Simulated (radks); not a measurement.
Results of a calculation; reference values are marked as such.
Question: These are the eigenvalues of the occupied orbitals of an atom or ion with whole-number occupations (hartree). Code: a radial shooting solver on a logarithmic mesh with Libxc functionals. Model: Dirac Kohn-Sham, LDA (Slater exchange, Perdew-Wang correlation), spin-unpolarised, spherical densities, finite nucleus; Fermi nuclear charge, rms radius of each element as measured or else 0.836 A^(1/3) + 0.57 fm.

orbital  eigenvalue
1s1/2     -46.81514
2s1/2      -3.65484
2p1/2      -2.46321
2p3/2      -2.45250

Which element is it, and in what charge state? The configuration may be excited. Open shells, if any, are shared by 2j + 1.

Answer: Z = 12, magnesium, charge +2: Mg2+ in [Ne]. The list shows which subshells hold electrons but not how many an open one holds; the 1s level, -46.815 hartree, gives Z - s = 9.7 by -(Z - s)^2/2, which with screening and relativity narrows Z to a few neighbours, and the depths of the outer levels then fix element, charge and occupations together.
